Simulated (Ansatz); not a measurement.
B$_{2}$BrH$_{3}$ (`BBBr`). Charge 0, multiplicity 1.

```xyz
6

B     0.582    0.282   -0.600
B    -0.295   -0.434    0.594
Br   -2.042    0.336    0.789
H     1.264    1.243   -0.384
H     0.521   -0.098   -1.734
H    -0.030   -1.328    1.336
```

**Question.** What are the harmonic wavenumbers in cm⁻¹ at PBE0-D4/def2-TZVP (Ansatz, finite differences of forces, unscaled)? (Estimate.)

**Answer.** Computed: 117, 344, 444, 625, 831, 848, 954, 1035, 1175, 2578, 2650, 2659.

**Question.** Is this a minimum?

**Answer.** Yes, all 12 modes are real.

**Question.** Give the ideal-gas thermochemistry at 298.15 K and 1 bar (rigid rotor, harmonic oscillator; point group Cs, symmetry number 1).

**Answer.** Zero-point energy 85.3 kJ/mol; H(298) − E = 99.7 kJ/mol; entropy 292.7 J/(mol·K), of which translation 166.8, rotation 100.1, vibration 25.8; G(298) − E = 12.5 kJ/mol.

**Question.** And at 400, 500, 600, 800 and 1000 K?

**Answer.** 
```tsv
T (K)	H − E (kJ/mol)	S (J/mol/K)	G − E (kJ/mol)
400	107.1	314.0	-18.5
500	115.3	332.3	-50.8
600	124.3	348.6	-84.9
800	143.9	376.7	-157.5
1000	165.1	400.3	-235.2
```
